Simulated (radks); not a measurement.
All-electron atom: the ytterbium ion Yb44+ in [Ar] 3d6 4s2 (not the ground configuration). Calculated with a radial shooting solver on a logarithmic mesh with Libxc functionals: Dirac Kohn-Sham, PBE, spin-unpolarised, spherical densities, point nucleus; open shells fill j = l - 1/2 first.

Normalised radial functions P(r) = r R(r) (large component), r in bohr:

r,3p1/2,3p3/2,3d5/2
0.0009127,0.0240,0.0042,0.0000
0.00116,0.0312,0.0066,0.0000
0.001463,0.0404,0.0102,0.0001
0.00186,0.0535,0.0160,0.0001
0.002365,0.0714,0.0249,0.0002
0.003006,0.0962,0.0388,0.0005
0.003821,0.1306,0.0599,0.0009
0.004819,0.1765,0.0905,0.0018
0.006127,0.2418,0.1374,0.0036
0.007788,0.3309,0.2060,0.0070
0.009901,0.4502,0.3037,0.0136
0.01259,0.6050,0.4384,0.0261
0.016,0.7967,0.6158,0.0492
0.02018,1.0097,0.8267,0.0890
0.02565,1.2349,1.0703,0.1605
0.03261,1.4153,1.2997,0.2806
0.04146,1.4705,1.4411,0.4719
0.0527,1.2966,1.3881,0.7567
0.06646,0.8229,1.0458,1.1289
0.08449,-0.0015,0.3326,1.5891
0.1074,-1.0369,-0.6683,2.0444
0.1365,-1.9806,-1.6889,2.3545
0.1736,-2.4604,-2.3383,2.3643
0.2189,-2.2868,-2.3398,2.0194
0.2783,-1.5951,-1.7475,1.3935
0.3538,-0.8054,-0.9458,0.7384
0.4497,-0.2764,-0.3502,0.2802
0.5717,-0.0589,-0.0813,0.0694
0.721,-0.0075,-0.0114,0.0108
0.9166,-0.0004,-0.0007,0.0008
1.165,0.0000,0.0000,0.0000

3p1/2: eigenvalue -4328.5 eV, 1 radial node at r = 0.0845 bohr, <r> = 0.197 bohr, 90 % of the charge inside 0.295 bohr. 3p3/2: eigenvalue -4082.2 eV, 1 radial node at r = 0.0920 bohr, <r> = 0.210 bohr, 90 % of the charge inside 0.312 bohr. 3d5/2: eigenvalue -3721.4 eV, 0 radial nodes, <r> = 0.186 bohr, 90 % of the charge inside 0.285 bohr.
